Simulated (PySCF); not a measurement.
Input of a run (PBE0-D3(BJ)/def2-SVP geometry optimisation, gas phase (PySCF 2.14.0)), started from GFN2-xTB:
```
{"job": {"xc": "PBE0", "basis": "def2-SVP", "d3": "d3bj", "grid": 1, "shake": 0.01, "kind": "geom"}, "charge": -1, "multiplicity": 1}
O      0.970540     0.969690     1.188560
C      1.446530     0.168390     0.476850
O      2.486310    -0.314370     0.217760
O      0.337590    -0.555000    -0.493180
C     -0.901840    -0.147550    -0.348120
F     -1.801180    -1.147540     0.001460
F     -1.461330     0.344450    -1.512590
H     -1.021480     0.662800     0.416800
```

Output (energies in Eh, forces in Eh/bohr):
```
step   0  E = -501.37313601  max force = 0.052996
step   1  E = -501.37869985  max force = 0.008889
step   2  E = -501.37920005  max force = 0.004885
step   3  E = -501.37935458  max force = 0.005014
step   4  E = -501.37940553  max force = 0.004317
step   5  E = -501.37951212  max force = 0.001932
step   6  E = -501.37954371  max force = 0.000864
step   7  E = -501.37957851  max force = 0.000744
step   8  E = -501.37959185  max force = 0.000375
optimisation converged
```

**Question.** Summarise the run.

**Answer.** The energy falls by 0.176 eV over 9 energy and gradient evaluations, the largest force component goes from 0.0530 to 3.8e-04 Eh/bohr, and the atoms move by 0.043 Å rms after alignment. The bond that changes most is C2–O4 (carbonate carbon to oxygen singly bound to a carbonyl carbon), which shortens by 0.085 Å. Bonds longer at the end by more than 0.005 Å: 2 of 7; shorter: 3. Among the angles that change most is O4–C5–F6, from 114.6° to 111.4°. The energy never rose by more than 1e-6 Eh on the way. The first step brought 86 % of the lowering.

**Question.** What are the final bond lengths?

**Answer.** O1=C2 1.221 Å, C2–O3 1.210 Å, C2–O4 1.556 Å, O4–C5 1.310 Å, C5–F6 1.379 Å, C5–F7 1.378 Å, C5–H8 1.103 Å. Numbering counts from 1 in the input's order; the species is `O=C([O-])OC(F)F`.

The run used 103 basis functions and 65 SCF cycles in all. Time: 39 s wall; peak memory 0.42 GiB. Hardware: Arm Neoverse V1, one thread, shared host with 32 logical CPUs at a one-minute load of 34.

Whether it is a minimum is left open (no frequencies). The geometry's basis has no diffuse functions, a weakness for an anion.

Conformer computed: `[O:1]=[C:2]([O-:3])[O:4][CH:5]([F:6])[F:7]`: O1–C2–O4–C5 0°, C2–O4–C5–F6 -121°.

One conformer stands for the species.
